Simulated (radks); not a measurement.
Results of a calculation; reference values are marked as such.
Question: Species: Os LXVI. Configuration: [Ne] 3s1 (the NIST ground configuration). Code: a radial shooting solver on a logarithmic mesh with Libxc functionals. Model: scalar-relativistic Kohn-Sham, PBE, spin-unpolarised, spherical densities, point nucleus. Some entries of the table are withheld. Estimate them.

orbital  occ.  eigenvalue (hartree)  r(max) (bohr)  <1/r> (bohr^-1)
1s          2                   (1)        0.01102              (2)
2s          2                   (3)        0.06290              (4)
2p          6                   (5)        0.05166            19.33
3s          1             -277.9890         0.1681            8.801

Answer: 
(1) 1s eigenvalue (hartree): -2926.634
(2) 1s <1/r> (bohr^-1): 90.57
(3) 2s eigenvalue (hartree): -672.6430
(4) 2s <1/r> (bohr^-1): 21.52
(5) 2p eigenvalue (hartree): -613.1939
